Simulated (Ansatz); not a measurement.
Ansatz (a quantum-chemistry and plane-wave program) input (PBE/def2-TZVPD):

Ansatz 0.2 input:
```yaml
crystal:
  periodic: [false, false, false]
  atoms:
    - {symbol: Os, position_ang: [-0.00000000, -0.00000000, -0.16520774]}
    - {symbol: O, position_ang: [0.00000000, 0.00000000, 1.56947353]}
basis:
  gaussian:
    orbitals: def2-TZVPD
hamiltonian:
  xc: {name: PBE}
magnetization: {spin_polarized: true, initial_magnetization: 4}
output: {forces: true}
```

Output:

```
Functional definition: PBE
integrals: 0.02 GiB planned
557 factors; their error is unknown
mean field: 0.21 GiB planned
mean field evaluation 1: about -4503.0338 eV, gradient 5.0e1 eV
mean field evaluation 2: about -4301.1345 eV, gradient 1.6e2 eV
mean field evaluation 4: about -4507.4112 eV, gradient 3.5e1 eV
mean field evaluation 8: about -4512.2032 eV, gradient 6.1e-1 eV
mean field evaluation 16: about -4512.1975 eV, gradient 1.5e-4 eV
mean field evaluation 32: about -4510.6088 eV, gradient 5.6e-2 eV
mean field evaluation 64: about -4509.9594 eV, gradient 8.5e0 eV
mean field evaluation 96: about -4512.0093 eV, gradient 5.9e0 eV
mean field evaluation 128: about -4512.1955 eV, gradient 5.7e-2 eV
mean field -4512.19746452 eV, -165.8201983437 hartree, gradient 2.6e-6 eV, S^2 6.006205; 9 other end points of the search recorded, 0 dependent functions left out
the calculation of the forces begins
reference -4512.19750354 eV, -165.8201997779 hartree; 14, 10 occupied and 69, 73 virtual orbitals, 557 factors
Total energy: -4512.19750354 eV, -165.8201997779 hartree
Atom 0 at    -0.000000    -0.000000    -0.165208 Å, force     0.000000     0.000000     0.266728 eV/Å
Atom 1 at     0.000000     0.000000     1.569474 Å, force    -0.000000    -0.000000    -0.266728 eV/Å
Dipole moment:    -0.000000    -0.000000    -0.631448 e Å
```

The spin state was set by rule; other spins were not relaxed.
